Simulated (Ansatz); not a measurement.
Species: H$_{3}$GaS$_{2}$, SMILES `[SH][GaH][SH]` (H–S–Ga–S torsion 0°, S–Ga–S–H torsion 0°) (charge 0, multiplicity 1), formula H3GaS2.

Task: How many basis functions does frozen-core CCSD(T)/cc-pVTZ // B3LYP-D3(BJ)/def2-TZVP in Ansatz (a first-principles code) use, how many core orbitals are frozen, and how many electrons are correlated?

Result: 153 basis functions and 19 frozen orbitals, which leaves 28 correlated electrons (filled d shells below the valence shell are correlated). Core time is of the order of seconds.
